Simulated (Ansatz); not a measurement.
Species: AlH$_{3}$S$_{2}$, charge 0, singlet. AlH3S2 (SMILES [SH][AlH][SH]).
B3LYP-D3(BJ)/def2-TZVP minimum from Ansatz (an electronic-structure program):
```
Al
H 1 1.5694
S 1 2.1862 2 122.20
H 3 1.3450 1 93.14 2 0.00
S 1 2.1862 2 122.20 4 -180.00
H 5 1.3450 1 93.14 2 0.00
```

Total energies in cc-pV(D+d)Z, 18 correlated electrons, 15 frozen orbitals. Radicals and triplets start from unrestricted determinants; spin-orbit coupling is neglected. Correlated methods leave the cores frozen. No relativity.

| method | program | energy (Eh) | minus CCSDT(Q) (mEh) |
|---|---|---|---|
| HF | Ansatz | -1038.83161 | 391.52 |
| MP2 | Ansatz | -1039.16501 | 58.12 |
| CCSD | Ansatz | -1039.21024 | 12.89 |
| CCSD(T) | Ansatz | -1039.22109 | 2.04 |
| CCSDT(Q) | Ansatz | -1039.22313 | 0.00 |

Rough core times of Ansatz's runs on a shared machine: CCSD(T) under 20 s, CCSDT(Q) 3 min.
